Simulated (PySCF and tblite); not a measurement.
## Conformer ensemble of C₇H₁₃NO, numbered as in [CH2:1]=[C:2]([CH3:3])[CH2:4][C:5](=[O:6])[N:7]([CH3:8])[CH3:9]

Search: ETKDG and KDG, MMFF94s, GFN2-xTB, 150 starts; geometries at GFN2-xTB. Free energies are CAM-B3LYP-D3(BJ)/6-31G* single points with GFN2-xTB rigid-rotor and vibrational terms (modes under about 100 cm⁻¹ blended into free rotors). Symmetry numbers and mirror images are counted. Conformers within 3 kcal/mol (GFN2-xTB free energy) were kept, 10 at most. GIAO shieldings: CAM-B3LYP/6-31G*. Shifts are against NH3 (¹⁵N) at the same level. (PySCF 2.14, tblite 0.8.)

Torsions listed: C3–C2–C4–C5, C2–C4–C5–O6, O6–C5–N7–C8. Of a mirror pair one member is shown.

```tsv
conformer	shape	symmetry	E(GFN2) kcal/mol	E(DFT) kcal/mol	G(298.15 K) kcal/mol	weight %	dipole D
1	-52°, 113°, -4°	C1 (pair)	0.00	0.00	0.00	62.6	3.28
2	71°, -8°, 4°	C1 (pair)	1.02	0.60	0.62	21.9	3.67
3	-162°, -108°, -3°	C1 (pair)	0.56	0.78	0.87	14.4	3.71
4	72°, 75°, 175°	C1 (pair)	2.17	2.11	2.37	1.1	3.77
```

Weights (%) against temperature:

| T (K) | 1 | 2 | 3 | 4 | S(mix) cal/mol/K |
| --- | --- | --- | --- | --- | --- |
| 250 | 68.1 | 19.5 | 11.9 | 0.6 | 3.10 |
| 273.15 | 65.3 | 20.7 | 13.2 | 0.8 | 3.19 |
| 298.15 | 62.6 | 21.9 | 14.4 | 1.1 | 3.28 |
| 323.15 | 60.1 | 22.9 | 15.5 | 1.5 | 3.35 |
| 373.15 | 55.9 | 24.5 | 17.4 | 2.2 | 3.48 |

Averaged shifts at 298.15 K. ¹⁵N: 92.2 (N7) ppm.

Coordinates of conformer 1 (Å):

```xyz
22

C     2.060   -1.523    0.084
C     1.618   -0.278    0.008
C     1.999    0.775    1.002
C     0.722    0.197   -1.104
C    -0.507    0.938   -0.591
O    -0.656    2.129   -0.794
N    -1.423    0.212    0.094
C    -2.558    0.892    0.679
C    -1.316   -1.189    0.413
H     2.720   -1.843    0.871
H     1.792   -2.274   -0.641
H     1.111    1.176    1.489
H     2.489    1.606    0.495
H     2.670    0.378    1.759
H     0.427   -0.632   -1.750
H     1.270    0.922   -1.712
H    -3.491    0.480    0.288
H    -2.547    0.784    1.766
H    -2.492    1.946    0.417
H    -0.808   -1.342    1.371
H    -0.771   -1.729   -0.355
H    -2.321   -1.608    0.483
```

Rotation about the C–N or B–N bond may be slow on the NMR time scale, and the averages treat it as fast. Unscaled ¹⁵N shifts at such levels can be off by tens of ppm; differences between conformers or isomers are more reliable.

Search and properties took 2.3 min on 1 thread of Arm Neoverse V1 (shared host) (rough), launched as `OMP_NUM_THREADS=1 python ens_run.py task.json out`.


¹⁵N shifts are against a computed isolated NH3 molecule, about 20 ppm from the liquid.